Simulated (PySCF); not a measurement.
## Br⁺ (bromine, charge +1) across methods

[Ar] 3d10 4s2 4p4, high-spin 3P determinant. Calculation: PySCF 2.14, in x2c-QZVPPall with one added diffuse shell each of s, p, d, f type (12s9p6d5f1g, 113 functions); scalar relativity by spin-free X2C-1e. The B2PLYP total includes its PT2 part (frozen core); its orbital energies are those of the SCF part.

```tsv
method	E (hartree)	mean ε 4s β (eV)	mean ε 4p α (eV)	mean ε 4p β (eV)	Σ⟨r²⟩ (bohr²)	⟨S²⟩
PBE	-2605.525	-29.187	-18.228	-16.508	31.37	2.003
r2SCAN	-2605.849	-29.383	-18.751	-16.888	31.21	2.005
PBE0	-2605.579	-30.838	-19.779	-17.914	31.30	2.003
CAM-B3LYP	-2606.026	-32.640	-21.099	-19.390	31.42	2.002
UHF	-2604.10932	-34.485	-23.546	-21.100	31.52	2.009
r2SCANh	-2605.840	-30.011	-19.302	-17.401	31.21	2.005
LDA	-2602.145	-29.583	-18.295	-16.622	31.34	2.001
B2PLYP	-2605.439	-32.361	-21.073	-19.104	31.43	2.004
```
